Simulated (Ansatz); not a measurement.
C2H9ClSi2, SMILES `CC[SiH]([SiH3])Cl`. Charge 0, multiplicity 1.

```xyz
14

C     0.080   -2.226    0.637
C     0.542   -0.776    0.526
Si   -0.672    0.346   -0.349
Si    0.107    2.541   -0.570
Cl   -1.006   -0.384   -2.262
H    -0.860   -2.303    1.188
H    -0.080   -2.666   -0.349
H     0.821   -2.838    1.158
H     1.501   -0.714    0.002
H     0.709   -0.345    1.521
H    -1.989    0.313    0.345
H     0.352    3.136    0.774
H    -0.890    3.375   -1.292
H     1.386    2.541   -1.330
```

**Question.** Give the diagnostics of a CCSD(T)/def2-TZVPP run (frozen core, Ansatz 0.2.0). (An estimate is asked.)

**Answer.** The calculation gave: T1 = 0.0105, largest single amplitude 0.013, largest double 0.018, (T) share of the correlation energy 3.8 %, 8 CCSD cycles. The RHF solution is stable towards an unrestricted one. T1 lies under the customary mark of 0.02 for closed shells.
